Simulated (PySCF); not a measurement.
# Electron correlation in Co (cobalt, neutral)

Starting occupation: [Ar] 3d7 4s2, 3d3/2 with m_j = -3/2, -1/2, +1/2, +3/2, 3d5/2 with m_j = +1/2, +3/2, +5/2. Computed with PySCF 2.14 in x2c-SVPall-2c with one added diffuse shell each of s, d type (6s5p4d1f, 48 functions), with X2C-1e with screened-nucleus spin-orbit coupling, Gaussian nucleus. Frozen: [Ne]; 17 electrons correlated; the 6 highest virtual spinors left out.

MP2 pair energies summed by pair of shells (mhartree):

```csv
pair,energy,share (%)
3d-3d,-116.60,35.9
3d-3p,-103.84,32.0
3p-3p,-44.77,13.8
4s-4s,-20.01,6.2
3d-4s,-16.09,5.0
3p-3s,-8.20,2.5
3d-3s,-6.87,2.1
3p-4s,-5.90,1.8
3s-3s,-1.84,0.6
3s-4s,-0.39,0.1
```

Total MP2 correlation energy: -324.50 mhartree.

The GHF reference relaxed away from the jj start to a determinant that is no pure jj level (⟨S²⟩ = 3.76, ⟨J²⟩ = 24.76); the energies belong to that determinant.

This basis was not built for core-valence correlation, so the inner-shell part is incomplete.
